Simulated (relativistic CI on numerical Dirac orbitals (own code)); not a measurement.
Results of a calculation; reference values are marked as such.
Quantum defects of the ns series of Cr VI

Problem. The ns 2S levels with J = 1/2 of Cr VI lie at 4s: 227857.9, 5s: 461253.0 cm⁻¹ (Sugar and Corliss, J. Phys. Chem. Ref. Data 6, 317 (1977)), and the ionisation limit at 731019.8 cm⁻¹ (NIST ASD). Find the quantum defects and predict 6s.

Working.
1. The outer electron sees the charge z = 6; R = 109736.16 cm⁻¹ for this mass. The binding energy T = limit − E defines n* = z√(R/T).
2. Values: 4s: T = 503161.9, n* = 2.8020, δ = n − n* = 1.1980; 5s: T = 269766.8, n* = 3.8268, δ = n − n* = 1.1732.
3. With δ held at 1.1732: E(6s) = limit − Rz²/(6 − δ)² = 561453.4 cm⁻¹.
4. The Ritz form δ = δ₀ + a/n*² through the last two members has a = 0.4187 and δ₀ = 1.1446, so with n* ≈ 6 − 1.1732, δ(6) = 1.1626 and E = 562197.2 cm⁻¹.

Check. The measured level is 562064.1 cm⁻¹ (δ = 1.1645), so the two predictions miss by -610.7 and 133.1 cm⁻¹. The defect is large because this electron penetrates the core.
